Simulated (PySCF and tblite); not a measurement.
Molecule: C₅H₁₀FN, numbered as in [CH3:1][C@@:2]1([F:3])[CH2:4][CH2:5][NH:6][CH2:7]1; H are named by their carrier, a and b as at the first point (Å):

```
C1       1.764   -0.220   -0.736
C2       0.652   -0.250    0.301
F3       1.221   -0.654    1.508
C4      -0.054    1.101    0.499
C5      -1.543    0.738    0.465
N6      -1.670   -0.418   -0.436
C7      -0.501   -1.218   -0.050
H1a      1.360    0.036   -1.713
H1b      2.514    0.517   -0.455
H1c      2.240   -1.196   -0.793
H4a      0.197    1.780   -0.316
H4b      0.244    1.559    1.441
H5a     -1.881    0.426    1.457
H5b     -2.176    1.556    0.122
H6      -1.362   -0.017   -1.325
H7a     -0.237   -1.919   -0.841
H7b     -0.755   -1.789    0.849
```

The mean out-of-plane torsion at N6 (0° is planar) is held and the rest relaxed at GFN2-xTB. Energies: PBE0/pcSseg-1 + D3(BJ). Couplings: B3LYP/6-31G* with H pcJ-1 F pcJ-1 N pcJ-1, gas phase, for ¹H, ¹⁹F, ¹⁵N. Programs: tblite and PySCF.

(1) How do the most sensitive couplings change along the out-of-plane angle?

(2) Set ³J(H6,H7b) against its H–N–C–H torsion.

Results:

(1) 
```json
{"out-of-plane angle °": "-45", "¹J(N6,H6)": "-53.3", "³J(H6,H7b)": "15.0", "³J(H5a,H6)": "14.6", "³J(F3,H7a)": "5.5", "³J(F3,H7b)": "27.1", "³J(H6,H7a)": "6.0", "³J(F3,H4a)": "20.6"}
{"out-of-plane angle °": "-28", "¹J(N6,H6)": "-82.8", "³J(H6,H7b)": "11.5", "³J(H5a,H6)": "11.9", "³J(F3,H7a)": "5.1", "³J(F3,H7b)": "24.4", "³J(H6,H7a)": "8.4", "³J(F3,H4a)": "19.9"}
{"out-of-plane angle °": "0", "¹J(N6,H6)": "-105.3", "³J(H6,H7b)": "-1.8", "³J(H5a,H6)": "-1.4", "³J(F3,H7a)": "8.1", "³J(F3,H7b)": "28.8", "³J(H6,H7a)": "3.4", "³J(F3,H4a)": "19.6"}
{"out-of-plane angle °": "28", "¹J(N6,H6)": "-79.4", "³J(H6,H7b)": "4.4", "³J(H5a,H6)": "2.2", "³J(F3,H7a)": "14.7", "³J(F3,H7b)": "35.9", "³J(H6,H7a)": "-0.4", "³J(F3,H4a)": "26.8"}
{"out-of-plane angle °": "45", "¹J(N6,H6)": "-55.3", "³J(H6,H7b)": "8.4", "³J(H5a,H6)": "6.6", "³J(F3,H7a)": "3.1", "³J(F3,H7b)": "27.3", "³J(H6,H7a)": "0.1", "³J(F3,H4a)": "18.6"}
```
Values in Hz. Computed couplings to fluorine can be off by tens of per cent at such levels.

(2) -174°: 15.0 Hz, -144°: 11.5 Hz, -91°: -1.8 Hz, -48°: 4.4 Hz, -35°: 8.4 Hz.
